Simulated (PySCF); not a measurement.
A GIAO shielding run with PySCF (density fitting, non-relativistic, gas phase) on `CC#C[Si@H](CCl)C(Cl)Cl`, C$_{5}$H$_{7}$Cl$_{3}$Si:

```
$ OMP_NUM_THREADS=1 python probes_run.py task.json out

{"job": {"kind": "nmr", "xc": "PBE0", "basis": "pcSseg-1"}, "charge": 0, "multiplicity": 1}
C      3.249594     0.623449    -0.868396
C      1.958170     0.168513    -0.421307
C      0.872004    -0.217899    -0.063643
Si    -0.776285    -0.746309     0.548938
C     -1.923323    -1.098032    -0.937691
Cl    -3.510000    -1.628889    -0.311336
C     -1.537775     0.761762     1.482099
Cl    -1.555519     2.179434     0.410667
Cl    -0.556811     1.119758     2.917997
H      3.979660     0.508826    -0.068024
H      3.570744     0.041067    -1.731233
H      3.192807     1.674327    -1.149709
H     -0.759324    -1.875784     1.476361
H     -1.547737    -1.898754    -1.568263
H     -2.104090    -0.223005    -1.557021
H     -2.559715     0.620479     1.829149
```

Hardware: 1 thread of an Arm Neoverse V1, shared host. The job also computes population analyses, field gradients.

Problem. How large is the calculation?

Solution. 102 electrons, 216 basis functions and 1213 auxiliary functions.

Problem. How long does it take, and how much memory does it need?

Solution. 71 s of wall time, with 14 SCF cycles and 5 response iterations; peak memory 0.97 GiB. Times on a shared host scatter by some tens of per cent.
